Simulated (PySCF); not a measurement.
How methods differ on the excitation energy of Sr⁺

Sr⁺ [Kr] 5s1 (2S) → Sr⁺ [Kr] 5p1 (2P), as a difference of total energies. Computed with PySCF 2.14 in x2c-QZVPPall (13s8p7d3f2g, 111 functions), with the spin-free X2C one-electron Hamiltonian (Gaussian nucleus). Correlated levels: valence and next inner shell: [Ar] 3d10 frozen. The calculations carry no spin-orbit coupling.

```csv
method,excitation energy (eV),error (eV)
UHF,2.746,-0.261
LDA,2.921,-0.086
PBE,2.728,-0.279
PBE0,2.739,-0.268
r2SCAN,2.635,-0.372
PBEsol,2.740,-0.267
BHandHLYP,2.889,-0.118
B97-3,2.680,-0.327
MP2 (valence and next inner shell),3.006,-0.001
SCS-MP2 (valence and next inner shell),2.954,-0.053
```

Reference: 3.007 eV (measured; NIST levels, between the centres of gravity of the two terms).

Errors of the correlated levels include the incompleteness of this basis and the frozen core.

The basis was made for the ground configuration and has no added diffuse functions, so the excitation energy can come out too high.
